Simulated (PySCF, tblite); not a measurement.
Isomers of C7H11FO, one GFN2-xTB conformer each. Single-point energies are computed at PBE0/pcSseg-1 (PySCF, gas phase, no added dispersion term), electronic only.

Question: Rank them by PBE0/pcSseg-1 energy, lowest first (kJ/mol).
A. `[CH3:1][C@@H:2]1[CH2:3][C@@:4]12[CH2:5][O:6][CH2:7][C@H:8]2[F:9]` with C1–C2–C3–C4 -111°, C2–C3–C4–C5 -112°, C3–C4–C5–O6 -110°, C4–C5–O6–C7 -38°
B. `[CH3:1][CH:2]([CH3:3])[O:4][C:5]1=[C:6]([CH2:7][F:8])[CH2:9]1` with C1–C2–O4–C5 166°, C2–O4–C5–C6 -2°, C5–C6–C7–F8 57°
C. `[CH3:1][CH2:2][C@@:3]12[CH2:4][O:5][C@@H:6]([CH2:7]1)[C@@H:8]2[F:9]` with C1–C2–C3–C4 63°

Answer: A (0.0), C (10.2), B (161.2).

As drawn, the lowest has a quaternary carbon, which the highest lacks; the highest has a C=C bond outside aromatic rings, which the lowest lacks. Neighbours about 10 kJ/mol apart or less (C[C@@H]1C[C@@]12COC[C@H]2F and CC[C@@]12CO[C@@H](C1)[C@@H]2F) can change places with a better method, another conformer or zero-point energy. GFN2-xTB itself gives, in the same order: 0.0, 13.7, 181.0. Both levels put the same isomer lowest; measured from each level's own lowest isomer, the values differ by up to 19.8 kJ/mol (CC(C)OC1=C(CF)C1: 181.0 against 161.2).

Question: Which frontier levels, dipoles and rotational constants go with these structures?

Answer: 
```tsv
SMILES	HOMO (eV, PBE0/pcSseg-1)	LUMO (eV)	dipole (D)	A, B, C (MHz)
C[C@@H]1C[C@@]12COC[C@H]2F	-7.46	1.34	1.34	2580, 1476, 1098
CC[C@@]12CO[C@@H](C1)[C@@H]2F	-7.10	1.35	2.79	2498, 1534, 1314
CC(C)OC1=C(CF)C1	-6.46	0.39	1.82	2417, 1023, 788.5
```

Question: What happens when harmonic zero-point energies from GFN2-xTB frequencies are added?

Answer: 
```json
{"SMILES": "C[C@@H]1C[C@@]12COC[C@H]2F", "ZPE (kJ/mol)": "438.5", "electronic (kJ/mol)": "0.0", "with ZPE (kJ/mol)": "0.0"}
{"SMILES": "CC[C@@]12CO[C@@H](C1)[C@@H]2F", "ZPE (kJ/mol)": "441.6", "electronic (kJ/mol)": "10.2", "with ZPE (kJ/mol)": "13.2"}
{"SMILES": "CC(C)OC1=C(CF)C1", "ZPE (kJ/mol)": "428.9", "electronic (kJ/mol)": "161.2", "with ZPE (kJ/mol)": "151.6"}
```

The zero-point energies span 12.7 kJ/mol. The order is unchanged.
